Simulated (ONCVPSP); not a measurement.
# An all-electron radial function and its pseudo partner (C)

Columns: radius, all-electron u(r) and pseudo u(r) of the 2s shell (level -40.38 eV) of carbon in the configuration [He] 2s2; PBE, scalar-relativistic, ONCV scheme, ONCVPSP 4.0.1.

| r (bohr) | all-electron | pseudo |
| --- | --- | --- |
| 0.062 | -0.3057 | 0.0528 |
| 0.125 | -0.4028 | 0.1085 |
| 0.188 | -0.3738 | 0.1674 |
| 0.250 | -0.2762 | 0.2279 |
| 0.312 | -0.1437 | 0.2889 |
| 0.375 | 0.0046 | 0.3491 |
| 0.438 | 0.1530 | 0.4060 |
| 0.500 | 0.2910 | 0.4589 |
| 0.562 | 0.4164 | 0.5103 |
| 0.625 | 0.5284 | 0.5637 |
| 0.688 | 0.6247 | 0.6199 |
| 0.750 | 0.7042 | 0.6779 |
| 0.812 | 0.7689 | 0.7362 |
| 0.875 | 0.8199 | 0.7915 |
| 0.938 | 0.8572 | 0.8380 |
| 1.000 | 0.8818 | 0.8716 |
| 1.062 | 0.8957 | 0.8917 |
| 1.125 | 0.9002 | 0.8992 |
| 1.188 | 0.8962 | 0.8961 |
| 1.250 | 0.8853 | 0.8853 |
| 1.312 | 0.8687 | 0.8686 |
| 1.375 | 0.8469 | 0.8469 |
| 1.438 | 0.8212 | 0.8212 |
| 1.500 | 0.7931 | 0.7930 |
| 1.562 | 0.7627 | 0.7627 |
| 1.625 | 0.7303 | 0.7302 |

(1) How many radial nodes do the two functions have?

(2) At about which radius was the pseudo-wave matched?

(3) Where does each function peak?

(4) Is the pseudo-wave norm-conserving?

## Answers

(1) The all-electron 2s function has n − l − 1 = 1; the pseudo-wave has 0, since the states of the same l below it are removed with the core.

(2) 1.25 bohr, where the columns begin to agree (steps of 0.06 bohr).

(3) Outermost all-electron maximum near 1.12 bohr, pseudo maximum near 1.12 bohr (to the table’s step).

(4) Yes: the ONCV scheme keeps the norm inside the radius equal to the all-electron one, which fixes the energy derivative of the logarithmic derivative at the level.
